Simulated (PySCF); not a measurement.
## Bonding in `C/C=C(/C)[C@@H](CC)[C+](C)C`

Species: C10H19 (charge +1).
SMILES with atom numbers: `[CH3:1]/[CH:2]=[C:3](/[CH3:4])[C@@H:5]([CH2:6][CH3:7])[C+:8]([CH3:9])[CH3:10]` (hydrogens: H11, H12, H13 on C1; H14 on C2; H15, H16, H17 on C4; H18 on C5; H19, H20 on C6; H21, H22, H23 on C7; H24, H25, H26 on C9; H27, H28, H29 on C10)

Geometry (PBE0-D3(BJ)/def2-SVP, Å), atoms numbered from 1 in this order:
```xyz
29
C10H19 angstrom
C     -1.2978    3.6994   -1.1280
C     -0.9717    3.9626    0.2832
C     -0.2862    4.9911    0.8777
C     -0.2540    5.0473    2.3861
C      0.2250    6.1980    0.0228
C      0.1713    7.5758    0.6515
C     -1.2522    8.0775    0.8265
C      1.3832    5.3297    0.0691
C      1.7853    4.4960   -1.0986
C      2.4164    5.4523    1.1341
H     -0.7777    2.7868   -1.4735
H     -1.0788    4.5201   -1.8203
H     -2.3712    3.4538   -1.1953
H     -1.3971    3.2313    0.9841
H     -0.0889    6.0619    2.7667
H      0.5188    4.3929    2.8151
H     -1.2232    4.7132    2.7815
H     -0.2733    6.1873   -0.9544
H      0.7149    7.6019    1.6069
H      0.7285    8.2450   -0.0254
H     -1.7934    8.0897   -0.1317
H     -1.2563    9.1027    1.2211
H     -1.8243    7.4495    1.5268
H      2.1432    3.5005   -0.7997
H      2.6473    5.0164   -1.5533
H      1.0205    4.4083   -1.8746
H      3.2492    6.0208    0.6814
H      2.0962    6.0033    2.0225
H      2.8243    4.4730    1.4228
```

Bond orders from the PBE0/pcSseg-1 density (PySCF). Geometry: PBE0-D3(BJ)/def2-SVP, one conformer, isolated ion.

**Question.** Where do the orders between heavy atoms depart from those drawn in the SMILES?

**Answer.** The largest departure is 0.443, at C2–C3 (drawn double, 1.557). Drawn single, order above 1.12: C1–C2 (1.132). Drawn single, order below 0.88: C3–C5 (0.753). Drawn double or triple, more than 0.30 short of the drawn order: C2–C3 (1.557). The SMILES, with its formal charges, is one Lewis structure only.

**Question.** Give the Mayer order of every bond between heavy atoms, beside its length.

**Answer.** 
```
  bond  drawn as  length (Å)  Mayer order
 C1–C2    single       1.472        1.132
 C2–C3    double       1.372        1.557
 C3–C4    single       1.510        1.048
 C3–C5    single       1.565        0.753
 C5–C6    single       1.515        1.036
 C6–C7    single       1.519        1.057
 C5–C8    single       1.448        0.937
 C8–C9    single       1.490        1.101
C8–C10    single       1.489        1.096
```

Bonds between the same two heavy elements. C–C: lowest C3–C5 (0.753, 1.565 Å), highest C2–C3 (1.557, 1.372 Å); in 7 of the 36 pairs the longer bond (by over 0.003 Å) has the higher order (by 0.02 or more).

**Question.** And the bonds to hydrogen?

**Answer.** C–H: 0.90 to 0.96 (19 bonds).

**Question.** Sum the orders of all bonds at each heavy atom with more than one neighbour and set the sums beside the valence in the SMILES.

**Answer.** C1 3.883 (drawn 4), C2 3.635 (drawn 4), C3 3.358 (drawn 4), C4 3.865 (drawn 4), C5 3.657 (drawn 4), C6 3.950 (drawn 4), C7 3.931 (drawn 4), C8 3.134 (drawn 3), C9 3.882 (drawn 4), C10 3.862 (drawn 4). Orders between atoms that aren't bonded are not in these sums.

For a closed shell the Mayer order of atoms A and B is Σ (PS)μν (PS)νμ over the basis functions μ on A and ν on B, with P the density and S the overlap matrix.
